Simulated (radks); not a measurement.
The numbers below are computed, except where a source is named.
Numerical settings for the calcium ion Ca+, [Ar] 4s1. Code: a radial shooting solver on a logarithmic mesh with Libxc functionals. Model: scalar-relativistic Kohn-Sham, BLYP, spin-polarised, spherical densities, finite nucleus; open shells are filled with parallel spins first; Fermi nuclear charge, rms radius 3.4776 fm. The defaults (mesh step 0.008 in ln r, mesh end at 40 bohr or more with all orbitals vanishing there, Anderson mixing 0.5 over 9 steps, residual threshold near 1e-9 with the energy settled to 1e-9 hartree or 1e-11 of itself, here a cap of 65 iterations) give E = -680.3396 hartree and 4s at -9.273 eV in 22 iterations. Times are rough (one thread of a shared host). Changes against that run (0 stands for a change within the tolerance of the run):

setting                     iterations  converged  E (mhartree)  e(4s) (meV)  CPU (s)
mesh step in ln r 0.005             44        yes             0            0      0.4
mesh step in ln r 0.05              14        yes     -0.000296            0     0.02
mesh step in ln r 0.12              65         no     -3.14e+06    -1.22e+06      0.2
mesh end (bohr) 20                  22        yes             0            0     0.14
mesh end (bohr) 12                  22        yes       +0.0137         +1.2     0.14
residual threshold 0.001             8        yes             0        +0.15     0.07
residual threshold 0.01              8        yes             0        +0.15     0.07
mixing 2.5                          65         no             0            0     0.39
linear mixing, mixing 1             23         no     +4.53e+04        +71.1      0.2
linear mixing, mixing 0.05          65         no        +0.197         -154     0.45
mixing history 3                    50        yes             0            0      0.3
iteration cap 3                      3         no         +1.77         -482     0.04

No run marked as converged misses the energy by more than 1 mhartree. A mesh that ends early acts as a hard wall.
